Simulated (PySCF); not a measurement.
NMR data simulated for an unnamed compound:

¹H NMR (500 MHz, computed): δ 6.47 (m, 1H), 4.88 (m, 1H), 4.60 (m, 1H), 4.41 (m, 1H), 4.05 (m, 1H), 3.63 (m, 1H), 3.32 (m, 1H), 3.31 (m, 1H), 2.07 (d, 1H).

¹³C{¹H} NMR (computed): δ 147.3 (CH), 87.7 (C), 85.2 (CH2), 82.0 (CH), 45.8 (CH), 38.2 (CH2).

Calculated, not measured (PySCF 2.14.0 with density-fitted response routines): GFN2-xTB geometry, shieldings: GIAO PBE0/pcSseg-1. Non-relativistic Hamiltonian, single conformer, no solvent model.

Chemical shifts δ = σref − σ; ¹H and ¹³C against TMS, all at this level.

Problem. Which of these does the molecule contain: a vinyl group CH=CH2, an OH group, a Si–H bond, an NH or NH2 group, a methoxy group, a non-aromatic C=C double bond?

Solution. 
- A vinyl group CH=CH2: yes (δC 85.2, 147.3; δH 4.05 (m), 3.63 (m), 6.47 (m)).
- An OH group: no.
- A Si–H bond: yes (δH 4.60 (m), 4.88 (m)).
- An NH or NH2 group: no.
- A methoxy group: no.
- A non-aromatic C=C double bond: yes.

The data belong to SMILES C#C[C@H]1[SiH2]CN1C=C, C₆H₉NSi; they needn't prove each group on their own.

Carbon signals by region: 1 in the sp2 and nitrile region (100–160 ppm), 3 at 50–100 ppm, 2 below 50 ppm.

Shifts are as computed. Against solution values, carbons near 30 ppm lie about +3 ppm off and those near 130 ppm about +5 ppm. Of 1309 compounds with measured shifts, 239 miss one by over three times the rms of a fit or turn the order of signals round; such compounds aren't used in these exercises. Multiplicities follow the n + 1 count of equivalent neighbours, as no J values were calculated; m marks all less simple cases, F and P coupling included.
